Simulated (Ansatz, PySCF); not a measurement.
Diatomic SiN-, closed-shell singlet (lowest of 2S+1 = 1, 3, 5 at CCSD(T)/def2-TZVPP on PBE0 minima; our sources give no spin for the ground state, which may be another).

Seven points along R, fitted to fifth degree in 1/R; most abundant isotopes. Runs in def2 and cc sets follow the lowest solution found near the PBE0 minimum. The singlet is held restricted.

Correlated levels freeze the cores. CBS(a, b) extrapolates the correlation energy as X⁻³ and adds the Hartree–Fock energy of set b. Rows in 3-21G carry no dispersion term and start afresh at each structure.

Run with Ansatz (Gaussian basis) for Hartree–Fock, density functionals and correlated methods; PySCF for 3-21G rows. 

```
level                                          r_e (Å)  ω_e (cm⁻¹)  ω_e x_e (cm⁻¹)
---------------------------------------------  -------  ----------  --------------
HF/3-21G                                         1.601        1289             4.1
r2SCAN/def2-TZVPP                                1.588        1179             5.2
B97M-V/def2-TZVPP                                1.583        1190             5.3
BHLYP/def2-TZVPP                                 1.563           ?             4.9
CAM-B3LYP/def2-TZVPP                             1.569        1243             4.9
CCSD/aug-cc-pV(Q+d)Z                             1.585        1190             5.3
CCSD/aug-cc-pV(5+d)Z                             1.583        1195             5.3
CCSD(T)/CBS(aug-cc-pV(Q+d)Z, aug-cc-pV(5+d)Z)        ?           ?             5.9
```

**Question.** Complete the blanks.

**Answer.** 
- CCSD(T)/CBS(aug-cc-pV(Q+d)Z, aug-cc-pV(5+d)Z), r_e (Å): 1.596
- CCSD(T)/CBS(aug-cc-pV(Q+d)Z, aug-cc-pV(5+d)Z), ω_e (cm⁻¹): 1140
- BHLYP/def2-TZVPP, ω_e (cm⁻¹): 1268

Doubts at one or more of the structures used: a restricted determinant that unrestricted orbitals would lower (CCSD/aug-cc-pV(Q+d)Z, CCSD/aug-cc-pV(5+d)Z, CCSD(T)/CBS(aug-cc-pV(Q+d)Z, aug-cc-pV(5+d)Z)).

Ansatz is a program for electronic structure.
